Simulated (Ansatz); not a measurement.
Basis-set extrapolation for C3H7BSi, SMILES `BC([SiH3])C#C` (PBE0-D4/def2-TZVP geometry, frozen core, Ansatz 0.2.0). Multiplicity 1, RHF reference.

|  | def2-TZVPP | def2-QZVPP |
| --- | --- | --- |
| HF | -431.274577 | -431.289844 |
| MP2 correlation | -0.700261 | -0.745494 |
| CCSD(T) correlation | -0.783006 | not run |

Energies in hartree. Use E(X) = E(∞) + A·exp(−7.88·√X) for Hartree–Fock and E(X) = E(∞) + B·X^(−2.97) for correlation, with X = 3 and 4, and add CCSD(T) minus MP2 of the smaller set to the MP2 limit.

**Question.** What is the CCSD(T) energy at the basis-set limit?

**Answer.** HF limit: -431.289844 + (-0.015267) × 0.13774 = -431.29195. MP2 limit: -0.745494 + (-0.045233) × 0.74074 = -0.77900. Higher-order term: -0.783006 − (-0.700261) = -0.08274. Total: -432.15369 hartree, 60.3 kcal/mol below CCSD(T)/def2-TZVPP.
